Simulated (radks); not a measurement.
Results of a calculation; reference values are marked as such.
Question: Valence configurations of Nd+ (all share [Xe]). Code: a radial shooting solver on a logarithmic mesh with Libxc functionals. Model: scalar-relativistic Kohn-Sham, PBE, spin-polarised, spherical densities, finite nucleus; open shells are filled with parallel spins first (spin-orbit coupling, left out, can overturn this in heavy ions); Fermi nuclear charge, rms radius 4.9123 fm. Order these by energy: 4f3 6s1 6p1; 4f4 5d0.5 6s0.5; 4f3 5d1 6s1; 4f4 5d1; 4f2 6s1 6p2; 4f4 6s1; 4f3 6s2; 4f3.5 5d1 6s0.5; 4f5; 4f4.5 6s0.5.

Answer: From the lowest, in eV above it: 4f4 6s1 0.000; 4f4 5d0.5 6s0.5 0.464; 4f4.5 6s0.5 0.577; 4f4 5d1 0.996; 4f3.5 5d1 6s0.5 1.171; 4f5 2.091; 4f3 5d1 6s1 2.729; 4f3 6s2 3.605; 4f3 6s1 6p1 6.375; 4f2 6s1 6p2 20.576. NIST lists [Xe] 4f4 6s1 as the ground configuration; this level of theory agrees among the configurations tried. The energies are those of spherical high-spin densities, not of single terms.
